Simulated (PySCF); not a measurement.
CH2O3, SMILES O=C(O)O. Geometry: B3LYP-D3(BJ)/def2-SVP. Other conformers were not sampled.

Computed equilibrium geometry at B3LYP-D3(BJ)/def2-SVP (PySCF confirms it by a frequency run) as bond lengths and angles, and its point group (one conformer of several):
point group C2v.
Atoms: O1 C2 O3 O4 H5 H6. Bonds (Å): O1–C2 1.337, O1–H5 0.969, C2–O3 1.205, C2–O4 1.337, O4–H6 0.969. Angles (°): C2–O1–H5 106.4, O1–C2–O3 125.5, O1–C2–O4 109.0, O3–C2–O4 125.5, C2–O4–H6 106.4.
Charge 0, spin multiplicity 1.
